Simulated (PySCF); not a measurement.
**Dipole response of Os (osmium, neutral)**

[Xe] 4f14 5d6 6s2, high-spin 5D determinant. All numbers are calculated (PySCF 2.14, scalar relativity through the core potential, in aug-cc-pwCVTZ-PP with ECP60MDF (8s8p7d4f3g, 122 functions)). Coupled (time-dependent) response in atomic units; α is the mean over directions.

| method | mean α (bohr³) | α xx, yy, zz | C₆ (like pair) | S(−4) |
| --- | --- | --- | --- | --- |
| PBE0 | 58.16 | 58.70, 58.70, 57.09 | 659.0 | 1368 |

S(−4) is the Cauchy moment in α(ω) = α(0) + S(−4) ω² + …

Reference α: 57 ± 3 bohr³ (recommended; Schwerdtfeger and Nagle, table of static dipole polarizabilities (2023 update)). Published C₆: 584.0 (Gould and Bucko (2016)).

Spin-orbit coupling is absent.

α(iu) at PBE0:

```
u (hartree)  α(iu) (bohr³)
          0          58.16
     0.0500          55.03
      0.100          47.96
      0.200          33.77
      0.300          24.29
      0.500          14.55
      0.750          9.219
       1.00          6.518
       1.50          3.859
       2.00          2.578
       3.00          1.387
       5.00         0.5829
```

The components differ because the open shell of this determinant is not spherical; for a pure term their mean is the scalar polarisability.

Energies and moments cover only the electrons outside the core potential. Spin-orbit coupling, absent here, splits the open shell strongly.
